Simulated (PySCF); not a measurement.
Species: C₄H₁₂Ge.
InChI=1S/C4H12Ge/c1-5(2,3)4/h1-4H3

Computed with PySCF 2.14.0, PBE0-D3(BJ)/def2-SVP geometry optimisation, gas phase.

Masses are those of the commonest isotopes; rigid-rotor values at the optimised geometry. 

Q: What are A, B and C (GHz)?

A: Ia = 175.41, Ib = 175.54, Ic = 175.64 u·Å²; 505379 MHz·u·Å²/I gives 2881, 2879 and 2877 MHz, that is A = 2.8811, B = 2.8790, C = 2.8774 GHz.

Q: Classify the top.

A: A spherical top, as the point group Td requires three equal moments; the computed ones differ by 0.13 % because the geometry is symmetric only within the optimiser's tolerance.

The point group Td allows no dipole (computed: 0.00 D), so a rigid rotor has no electric-dipole lines.

No frequency check. These are rigid-rotor constants of the computed structure; measured ground-state constants (B0) also hold zero-point vibration.

Time: 90 s wall; peak memory 0.60 GiB. Hardware: one thread, Arm Neoverse V2 (aarch64), shared host with 192 logical CPUs at a one-minute load of 21. This is the geometry optimisation.
